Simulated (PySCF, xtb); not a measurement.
C₃H₅BN₂O, SMILES CB(O)/C=N\C#N. The values are those of a single conformer.

Harmonic wavenumbers (cm⁻¹) from GFN2-xTB in xtb at its own minimum, in rising order: 22, 87, 102, 177, 244, 309, 334, 444, 555, 609, 652, 715, 818, 877, 885, 916, 1024, 1139, 1304, 1349, 1382, 1474, 1481, 1695, 2328, 2928, 3016, 3032, 3060, 3586.

Task: What does PBE0-D3(BJ)/def2-SVP in PySCF give at its own minimum? (The exact figures need the calculation; the answer reports its results.)

Result: 19, 138, 142, 229, 252, 371, 399, 449, 566, 656, 679, 738, 844, 872, 956, 977, 1011, 1227, 1323, 1378, 1404, 1426, 1476, 1737, 2341, 3056, 3061, 3135, 3178, 3880. Paired by order, the mean absolute difference is 51 cm⁻¹ and the zero-point energies are 52.2 and 54.2 kcal/mol.
